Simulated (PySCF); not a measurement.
# Interval between two levels of N²⁺ by level of theory

N²⁺ [He] 2s2 2p1 [2P3/2, M_J = 3/2] → N²⁺ [He] 2s1 2p2 [4P5/2, M_J = 5/2], as a difference of total energies. All numbers are calculated (PySCF 2.14, the two-component X2C-1e Hamiltonian, in x2c-TZVPall-2c with one added diffuse shell each of s, p, d type (6s4p3d1f, 40 functions)). Correlated levels: 1s2 frozen. "Screened" scales the spin-orbit matrix elements by Boettger's factors to mimic the two-electron term; Breit and QED terms are absent.

```tsv
method	interval between two levels (cm⁻¹)
GHF (spin-free)	41427
GMP2 (spin-free)	51366
GHF (screened spin-orbit)	41425
GMP2 (screened spin-orbit)	51366
```

The labels give the starting determinants; with spin-orbit coupling the two ends relaxed to ⟨J²⟩ = 3.75, ⟨L²⟩ = 2.00, ⟨S²⟩ = 0.75 and ⟨J²⟩ = 8.75, ⟨L²⟩ = 2.00, ⟨S²⟩ = 3.75.
